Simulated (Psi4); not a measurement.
Complex: H2 (SMILES [H][H]) (first 2 atoms) with CH4S (SMILES CS); geometry from B3LYP-D3(BJ)/def2-TZVP, rigid monomers moved along the line of their centres of mass till H1···S4 is 5.43 Å.
(charge 0, multiplicity 1):
```json
[
 {"atom": "H", "x (Å)": "0.0296", "y (Å)": "-0.3295", "z (Å)": "0.1544"},
 {"atom": "H", "x (Å)": "0.3783", "y (Å)": "-0.1610", "z (Å)": "-0.4832"},
 {"atom": "C", "x (Å)": "0.5899", "y (Å)": "1.0616", "z (Å)": "5.4636"},
 {"atom": "S", "x (Å)": "-1.0477", "y (Å)": "0.2623", "z (Å)": "5.4472"},
 {"atom": "H", "x (Å)": "0.5953", "y (Å)": "1.9358", "z (Å)": "6.1110"},
 {"atom": "H", "x (Å)": "1.2827", "y (Å)": "0.3237", "z (Å)": "5.8644"},
 {"atom": "H", "x (Å)": "0.9074", "y (Å)": "1.3318", "z (Å)": "4.4585"},
 {"atom": "H", "x (Å)": "-1.7362", "y (Å)": "1.3043", "z (Å)": "4.9535"}
]
```

These are SAPT0/jun-cc-pV(D+d)Z run with Psi4 values and carry that method's errors.

### Question
Give the four SAPT terms and the total, and say what mostly holds the pair together.

### Answer
electrostatics -0.04, exchange 0.00, induction 0.00, dispersion -0.02, total -0.06 kcal/mol; the largest attraction is electrostatics.
